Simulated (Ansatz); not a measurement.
Reaction (formal hydrolysis of the Si–Si bond): `C#C[SiH2][SiH2]C` + H₂O → `C#C[SiH2]O` + `C[SiH3]`

Computed with Ansatz on PBE0-D4/def2-TZVP structures; ΔE is electronic, products minus reactants. CCSD(T)/CBS adds triple-zeta CCSD(T) − MP2 to the extrapolated MP2 energy (def2 sets, frozen cores). This one scheme is used for every species. Each species was taken in one conformer, which may not be the lowest.

`C#C[SiH2][SiH2]C`:

```xyz
13

C     2.358   -1.581   -0.988
C     1.639   -0.623   -1.136
Si    0.491    0.790   -1.297
Si   -1.375    0.361    0.052
C    -0.843   -0.001    1.813
H     2.999   -2.424   -0.865
H     1.203    2.020   -0.858
H     0.121    0.946   -2.729
H    -2.110   -0.801   -0.522
H    -2.285    1.541    0.006
H    -0.158   -0.851    1.835
H    -0.332    0.860    2.249
H    -1.707   -0.238    2.439
```

H₂O:

Cartesian coordinates in Å:
```
O -0.037 0.330 0.203
H -0.533 -0.485 0.315
H 0.570 0.155 -0.519
```

`C#C[SiH2]O`:

```xyz
8

C     1.612   -1.417    0.247
C     0.638   -0.745    0.014
Si   -0.842    0.276   -0.316
O    -0.549    1.865   -0.022
H     2.473   -2.013    0.448
H    -1.935   -0.254    0.538
H    -1.205    0.185   -1.745
H    -0.193    2.102    0.836
```

`C[SiH3]`:

Cartesian coordinates in Å:
```
C 0.786 -0.566 -0.189
Si -0.704 0.507 0.169
H 1.658 -0.219 0.371
H 1.035 -0.543 -1.252
H 0.594 -1.604 0.092
H -1.039 0.475 1.619
H -1.890 0.030 -0.593
H -0.440 1.919 -0.217
```

```tsv
species	CCSD(T)/CBS(def2) energy (Eh)
`C#C[SiH2][SiH2]C`	-697.07765
H₂O	-76.37941
`C#C[SiH2]O`	-442.75166
`C[SiH3]`	-330.73916
```

(1) Work out ΔE.

Largest T1 diagnostic among the species: 0.012.

Results:

(1) ΔE = (-442.75166) + (-330.73916) − (-697.07765) − (-76.37941) = -0.03376 Eh = -88.6 kJ/mol.

From PBE to PBE0 (25 % exact exchange), in def2-TZVPP and without D4, ΔE moves by −5.4 kJ/mol. The D4 term adds +8.9 kJ/mol with B3LYP and +5.4 kJ/mol with PBE0; it sums over pairs of atoms, weighted by their polarisabilities, and B3LYP, whose exchange is more repulsive, gets the larger term.

B3LYP here is the variant with VWN-RPA as its local correlation; programs differ in this.
